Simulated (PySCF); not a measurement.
# [CoSe2]-, singlet: structure and spectrum

All numbers come from PySCF, PBE0, basis Co def2-SVPD, Se def2-SVPD (no relativity, density fitting).

The structure is a higher-order saddle point with 2 imaginary modes (one degenerate set).

Z-matrix (Å, degrees; charge -1 multiplicity 1):
```
Co
Se 1 2.1144
Se 1 2.1144 2 180.00
```

- Point group: D∞h
- Bond lengths: Co–Se 2.114 Å (×2)
- Bond angles: Se–Co–Se 180.0°
- Zero-point energy (real modes): 4.3 kJ/mol
- Highest occupied level: -2.34 eV
- Principal polarisabilities: 81.8, 81.8, 224.0 bohr³
- Dipole moment about the centre of mass: 0.00 D
- Lowest empty level: 0.95 eV
- Principal quadrupole moments (Buckingham, traceless) about the centre of mass: -22.69, 11.35, 11.35 D Å
- Rotational constants: 0.02359 cm⁻¹

Harmonic modes (masses in u: Co 58.933, Se 79.917):
```
symmetry  ω (cm⁻¹)  IR (km/mol, summed over degenerate members)
      πu       62i                                            –
     σg+       257                                          0.0
     σu+       468                                          127
```

In D∞h the vibrations span πu + σg+ + σu+. The σg+ mode carries no infrared intensity, as symmetry demands. With a centre of inversion only u modes can be infrared active and only g modes Raman active.

Charges (e); Mulliken and Löwdin values are unreliable with diffuse functions:
```csv
atom,Mulliken,Löwdin,polar tensor,Mayer order to Co1
Co1,0.48,-0.02,0.68,–
"Se2,3",-0.74,-0.49,-0.84,1.76
```

Mulliken populations on Co1: s 6.61, p 12.47, d 7.45, f 0.00.

This need not be the most stable arrangement of these atoms. The lowest empty level of this anion is unbound, so it and the gap depend on the basis. At the minimum of this search the closed-shell solution is unstable towards spin polarisation, so a lower open-shell solution exists.

The final relaxation and frequency run took of the order of 60 core-seconds on a shared host.
